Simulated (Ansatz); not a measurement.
`[SiH3]NCS` + `N=CBO` → `OB/C=N/CS` + `N[SiH3]`  (substitution at a C–N bond)

Isolated molecules relaxed with PBE0-D4/def2-TZVP in Ansatz; ΔE leaves out vibrations. CBS: MP2 limit from def2 TZ/QZ plus the TZ coupled-cluster correction, frozen cores. This one scheme is used for every species. Functionals use def2-TZVPP. B3LYP here is the variant with VWN-RPA as its local correlation; programs differ in this. Each species was taken in one conformer, which may not be the lowest.

(1) Is it downhill or uphill in electronic energy at CCSD(T)/CBS, and by how much? (Estimate.)

(2) What do these levels give: PBE-D4, PBE0-D4, B3LYP-D4, ωB97M-V, SCS-MP2/def2-TZVPP, HF/CBS(def2)? (Estimate.)

Largest T1 diagnostic among the species: 0.014.

Results:

(1) The calculation gave: Downhill: ΔE = -0.14 eV.

(2) Ansatz gave: PBE-D4 -0.14, PBE0-D4 -0.14, B3LYP-D4 -0.14, ωB97M-V -0.12, SCS-MP2/def2-TZVPP -0.17, HF/CBS(def2) -0.20 eV.

The D4 term adds +0.04 eV with B3LYP and +0.02 eV with PBE0; it sums over pairs of atoms, weighted by their polarisabilities, and B3LYP, whose exchange is more repulsive, gets the larger term.
